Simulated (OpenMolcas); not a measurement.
Multiplet structure of Cr2+

```json
{
 "Program": "OpenMolcas",
 "Method": "CASSCF",
 "Basis": "ANO-RCC-VQZP [7s6p4d3f2g1h]",
 "Scalar Hamiltonian": "DKH2, point nucleus",
 "Active space": "4 electrons in 6 orbitals (3d 4s)",
 "State averaging": "2S+1 = 5 even, 15 roots; 2S+1 = 3 even, 90 roots kept (CI in the orbitals of an earlier block); 2S+1 = 1 even, 84 roots kept (CI in the orbitals of an earlier block)",
 "Spin-orbit coupling": "state interaction with AMFI integrals over the reference wave functions, term energies averaged over their components"
}
```

With spin-orbit coupling, above the lowest level:

| Configuration | Term | J | E (cm⁻¹) | Measured (cm⁻¹) | g | Term weight % |
| --- | --- | --- | --- | --- | --- | --- |
| 3d⁴ | ⁵D | 0 | 0.0 | 0.0 |  | 100 |
| 3d⁴ | ⁵D | 1 | 70.4 | 62.2 | 1.501 | 100 |
| 3d⁴ | ⁵D | 2 | 209 | 183 | 1.501 | 100 |
| 3d⁴ | ⁵D | 3 | 411 | 357 | 1.501 | 100 |
| 3d⁴ | ⁵D | 4 | 673 | 576 | 1.501 | 100 |
| 3d⁴ | ³H | 4 | 21106 | 17274 | 0.801 | 100 |
| 3d⁴ | ³H | 5 | 21253 | 17397 | 1.034 | 100 |
| 3d⁴ | ³H | 6 | 21420 | 17531 | 1.167 | 100 |
| 3d⁴ | ³P(1) | 0 | 22855 | 16771 |  | 100 |
| 3d⁴ | ³P(1) | 1 | 23278 | 17169 | 1.501 | 100 |
| 3d⁴ | ³P(1) | 2 | 24054 | 17851 | 1.501 | 100 |
| 3d⁴ | ³F(1) | 2 | 24267 | 18452 | 0.666 | 100 |
| 3d⁴ | ³F(1) | 3 | 24325 | 18511 | 1.078 | 98 |
| 3d⁴ | ³F(1) | 4 | 24412 | 18583 | 1.246 | 98 |
| 3d⁴ | ³G | 3 | 26657 | 20704 | 0.755 | 98 |
| 3d⁴ | ³G | 4 | 26837 | 20853 | 1.053 | 98 |
| 3d⁴ | ³G | 5 | 26999 | 20996 | 1.200 | 100 |
| 3d⁴ | ¹I | 6 | 31750 | 26015 | 1.000 | 100 |
| 3d⁴ | ¹G(1) | 4 | 33456 | 25139 | 1.000 | 100 |
| 3d⁴ | ³D | 3 | 34505 | 25726 | 1.334 | 100 |
| 3d⁴ | ³D | 2 | 34566 | 25781 | 1.167 | 100 |
| 3d⁴ | ³D | 1 | 34627 | 25848 | 0.499 | 100 |
| 3d⁴ | ¹S | 0 | 38936 | 27372 |  | 100 |
| 3d⁴ | ¹D(1) | 2 | 41691 | 32152 | 1.000 | 100 |
| 3d³ 4s | ⁵F | 1 | 44038 | 49492 | -0.002 | 100 |
| 3d³ 4s | ⁵F | 2 | 44173 | 49628 | 1.000 | 100 |
| 3d³ 4s | ⁵F | 3 | 44375 | 49829 | 1.251 | 100 |
| 3d³ 4s | ⁵F | 4 | 44642 | 50091 | 1.351 | 100 |
| 3d³ 4s | ⁵F | 5 | 44973 | 50410 | 1.401 | 100 |
| 3d⁴ | ¹F | 3 | 48293 | 37005 | 1.000 | 100 |
| 3d³ 4s | ³F(1) | 2 | 53269 |  | 0.666 | 100 |
| 3d³ 4s | ³F(1) | 3 | 53607 |  | 1.084 | 100 |
| 3d³ 4s | ³F(1) | 4 | 54043 |  | 1.250 | 100 |
| 3d⁴ | ³F(2) | 4 | 56924 |  | 1.250 | 100 |
| 3d⁴ | ³F(2) | 2 | 56969 |  | 0.666 | 100 |
| 3d⁴ | ³F(2) | 3 | 56970 |  | 1.083 | 100 |
| 3d⁴ | ³P(2) | 2 | 57377 | 43442 | 1.501 | 100 |
| 3d⁴ | ³P(2) | 1 | 57894 | 43917 | 1.501 | 100 |
| 3d⁴ | ³P(2) | 0 | 58160 | 44141 |  | 100 |
| 3d³ 4s | ⁵P | 1 | 60945 | 63046 | 2.501 | 100 |

Against the 33 measured excited levels shown (Sugar and Corliss, J. Phys. Chem. Ref. Data 6, 317 (1977)) the mean absolute deviation is 6400 cm-1; the largest miss in energy is 3d⁴ ³P₀(2): computed 58160, measured 44141 cm⁻¹ (+31.8 %), and the largest in proportion 3d⁴ ¹S₀ (+42.2 %). Levels of one J stand in another order than measured, so their pairing by name is doubtful.

Spin-orbit coupling puts the lowest level 418 cm⁻¹ below the lowest spin-free term.

For ⁵D the intervals divided by the larger J are 70.4, 69.3, 67.5, 65.4 cm-1. Landé's interval rule makes them equal in pure LS coupling; they differ by 7 % of their mean. The multiplet is regular.

Without dynamic correlation excited terms often stand tens of per cent too high (terms of higher spin than the ground term too low), and those without a measured partner can miss by more than the paired ones. Terms from blocks run as CI alone lack orbitals of their own. A single d shell beside an s shell can misplace configurations of different d count against each other. Measured partners are found by configuration, term and J. A level has none where our copy of the source lacks it or the pairing is in doubt (some pairs that miss far off the trend of their configuration count as doubtful), and it then counts in no deviation. Levels of configurations outside the active space are missing. The first state left out of the spin-orbit step lies near 110000 cm-1 above the lowest spin-free state of the reference (among the parities and spins computed), and the list stops at four fifths of that energy or lower. The table shows the lowest 40 of 65 levels.

The term weight is that of the spin-free term in the level, not the purity of its configuration. A number in round brackets counts repeated terms of one configuration in the order of the reference energies.
